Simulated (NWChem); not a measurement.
Species: C₄H₂F₂O; SMILES Fc1coc(F)c1

Results from NWChem. Pople sets run with spherical d functions. The geometry was optimised at PBE0/def2-SVP. Level: PBE0/6-31G* with COSMO at NWChem's default radii, gas-phase geometry; the question gives the dielectric constant.

Question: What does the run give for dielectric constant 20.7? Quantities: electrostatic solvation energy (kcal/mol); dipole in solution (D).

Answer: electrostatic solvation energy (kcal/mol): -2.3
dipole in solution (D): 0.25
